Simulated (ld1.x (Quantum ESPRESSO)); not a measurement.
# What one change does to a pseudopotential (As, RRKJ)

- Element: arsenic
- Generator: ld1.x (Quantum ESPRESSO) 7.5
- Type: norm-conserving RRKJ (Kleinman–Bylander form)
- Functional: PBE
- Relativity: scalar-relativistic
- Frozen core: [Ar] 3d10
- Valence charge: 5
- Reference configuration: 4s1.5 4p3.5
- Partial waves: 4p (bound): rc 1.50 bohr; 4s (bound): rc 1.25 bohr
- Local potential: the s channel
- Core correction: Bessel-smoothed model core inside 0.65 bohr

Change: all radii but the core radius scaled by about 0.84 (s 1.06, p 1.26 bohr).

Cutoffs: the cutoffs (Ry, on a coarse ladder) from which the occupation-weighted sum of valence levels, in a spherical-Bessel basis at the reference potential, stays within 10 and 1 mRy of its value at 400 Ry; they do not see the model core or the augmentation charge, which bear on the density cutoff. Errors are all-electron minus pseudo energies relative to the spin-unpolarised reference configuration.

Problem. How do hardness, ghosts and transferability respond?

Solution. The potential gets harder (50 Ry and 110 Ry → 160 Ry and 300 Ry); both files keep a bound ghost (p); of the 7 tests that both files solve, the error grows in 7 and shrinks in 0 by more than 15 % and 0.3 meV (median size 3.3 → 4.9 meV). A smaller radius makes the pseudo-wave follow the all-electron one further in, where it bends more sharply, so more plane waves are needed. That the errors move this way runs against the usual rule that smaller radii transfer better.

```csv
quantity,base,changed
"cutoff, loose",50 Ry,160 Ry
"cutoff, tight",110 Ry,300 Ry
loose cutoff by channel (10 mRy a level),"p 15 Ry, s 40 Ry","p 70 Ry, s 140 Ry"
bound ghosts,p,p
"error for 4s2 4p3, meV [ΔE -4.68 eV]",-2.2,-3.0
"error for 4s2 4p2, meV [ΔE 4.47 eV]",-3.6,-6.3
"error for 4s2 4p1, meV [ΔE 22.39 eV]",-19,-22
"error for 4s2 4p3.3, meV [ΔE -5.91 eV]",-2.7,-3.4
"error for 4s1 4p4, meV [ΔE 4.74 eV]",-3.3,-4.9
"error for 4s1 4p3, meV [ΔE 14.58 eV]",-14,-18
"error for 4s2 4p2.5, meV [ΔE -1.12 eV]",-2.0,-3.4
```

 A true bound ghost makes a file unfit for plane-wave use even where its test errors are small: the radial tests pick states by their node count and pass the ghost by.
